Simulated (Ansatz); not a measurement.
C2H8ClNSi (SMILES CN(C)[SiH2]Cl), singlet, at a GFN2-xTB geometry; HF/pcseg-0 (Ansatz, an electronic-structure program).

Input for Ansatz:
Ansatz 0.2 input:
```yaml
crystal:
  periodic: [false, false, false]
  atoms:
    - {symbol: Si, position_ang: [0.50193828, 0.51160225, -0.62470134]}
    - {symbol: Cl, position_ang: [1.88307489, -0.28390318, 0.60323087]}
    - {symbol: N, position_ang: [-1.03673493, 0.07096513, -0.01000056]}
    - {symbol: C, position_ang: [-2.22881887, 0.72287349, -0.49422346]}
    - {symbol: C, position_ang: [-1.32556056, -1.20594466, 0.60117488]}
    - {symbol: H, position_ang: [0.82780008, 0.02628261, -1.97221868]}
    - {symbol: H, position_ang: [0.56793379, 1.96829292, -0.55904983]}
    - {symbol: H, position_ang: [-1.98091219, 1.70588645, -0.88473929]}
    - {symbol: H, position_ang: [-2.94538056, 0.83766499, 0.32328761]}
    - {symbol: H, position_ang: [-2.70897808, 0.14292204, -1.29085430]}
    - {symbol: H, position_ang: [-2.02728378, -1.06566014, 1.42804327]}
    - {symbol: H, position_ang: [-0.41253572, -1.64787480, 0.99034810]}
    - {symbol: H, position_ang: [-1.77663136, -1.90192068, -0.11562770]}
basis:
  gaussian:
    orbitals: pcseg-0.json
hamiltonian:
  xc: hf
```
The basis file holds pcseg-0 in the JSON format of the Basis Set Exchange.

What the program printed (banner, timings and long lists left out):

```
Functional definition: HF
853 factors; integrals over basis functions are off by at most 5.9e-4 eV
mean field evaluation 1: about -23997.2640 eV, gradient 2.5e1 eV
mean field evaluation 2: about -23997.4492 eV, gradient 2.5e1 eV
mean field evaluation 4: about -23999.2114 eV, gradient 3.1e0 eV
mean field evaluation 8: about -23999.2357 eV, gradient 1.2e-1 eV
mean field -23999.23575602 eV, -881.9556467676 hartree, gradient 3.9e-5 eV, S^2 0.000000; 0 other end points of the search recorded, 0 dependent functions left out
reference -23999.23575602 eV, -881.9556467676 hartree; 29, 29 occupied and 40, 40 virtual orbitals, 853 factors
Total energy: -23999.23575602 eV, -881.9556467676 hartree
```
